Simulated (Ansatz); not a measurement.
Basis-set extrapolation for C₃H₈ClFOSi, SMILES `CCO[Si](C)(F)Cl` (PBE0-D4/def2-TZVP geometry, frozen core, Ansatz 0.2.0). Multiplicity 1, RHF reference.

```json
{"": "HF", "def2-TZVPP": "-1041.345102", "def2-QZVPP": "-1041.381415"}
{"": "MP2 correlation", "def2-TZVPP": "-1.312268", "def2-QZVPP": "-1.418665"}
{"": "CCSD(T) correlation", "def2-TZVPP": "-1.420344", "def2-QZVPP": "not run"}
```

Energies in hartree. Use E(X) = E(∞) + A·exp(−7.88·√X) for Hartree–Fock and E(X) = E(∞) + B·X^(−2.97) for correlation, with X = 3 and 4, and add CCSD(T) minus MP2 of the smaller set to the MP2 limit.

Problem. What is the CCSD(T) energy at the basis-set limit?

Solution. HF limit: -1041.381415 + (-0.036313) × 0.13774 = -1041.38642. MP2 limit: -1.418665 + (-0.106397) × 0.74074 = -1.49748. Higher-order term: -1.420344 − (-1.312268) = -0.10808. Total: -1042.99198 hartree, 142.2 kcal/mol below CCSD(T)/def2-TZVPP.
